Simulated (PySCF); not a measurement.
CH₅FO₂Si₂, SMILES O1[SiH2]CO[Si@@H]1F.

Coordinates come from a B3LYP-D3(BJ)/def2-SVP optimisation. The structure was generated by enumeration; whether it is a known compound was not checked. One conformer was computed; it need not be the lowest.

These are B3LYP-D3(BJ)/def2-SVP run with PySCF values and carry that method's errors.

Frequencies are harmonic and unscaled.

```
mode  ν (cm⁻¹)  IR (km/mol)  Raman (Å⁴/amu)  depolarisation  moving atoms (share of kinetic energy)
----  --------  -----------  --------------  --------------  --------------------------------------
1           88          3.2             0.3            0.75          H 35 %, C 28 %, O 23 %, F 10 %
2           96          1.3             0.2            0.74         F 33 %, O 32 %, Si 20 %, H 15 %
3          265          5.6             0.3            0.73                 F 43 %, O 38 %, Si 14 %
4          348         16.1             1.9            0.58                 O 38 %, F 30 %, Si 25 %
5          436         15.4             3.7            0.51         Si 44 %, O 34 %, C 12 %, H 11 %
6          484         34.5             1.5            0.73                 Si 45 %, O 37 %, H 12 %
7          511         29.4             3.9            0.69                         H 80 %, Si 10 %
8          655          1.4            17.9            0.31                 C 55 %, H 29 %, Si 14 %
9          697         14.3            12.1            0.55                  H 78 %, O 12 %, Si 9 %
10         701         16.3            11.2            0.43                 H 50 %, O 31 %, Si 18 %
11         750         15.3            13.4            0.29         O 36 %, H 26 %, Si 16 %, C 14 %
12         804         71.4             8.5            0.61                 H 54 %, Si 28 %, O 16 %
13         841         35.3             3.4            0.71                          H 67 %, C 23 %
14         867         25.5             9.1            0.75                          H 69 %, F 24 %
15         908        170.7             2.1            0.64                 H 36 %, O 34 %, Si 24 %
16         942        273.5             1.5            0.75          H 35 %, Si 35 %, F 18 %, O 9 %
17         976        406.6             8.1            0.74                 H 53 %, O 25 %, Si 19 %
18         997         28.4             7.7            0.75                 H 59 %, O 18 %, Si 16 %
19        1077        309.1             3.2            0.52                          O 52 %, C 38 %
20        1225          3.5             7.1            0.74                                  H 91 %
21        1284          3.5             2.5            0.42                          H 75 %, C 17 %
22        1463          2.8            15.2            0.71                                  H 94 %
23        2242        121.2           156.1            0.17                                  H 97 %
24        2248        129.9           119.4            0.32                                  H 96 %
25        2352        105.1           136.8            0.20                                  H 97 %
26        3032         32.1           133.1            0.12                                  H 95 %
27        3085         13.8           102.5            0.70                          H 90 %, C 10 %
```
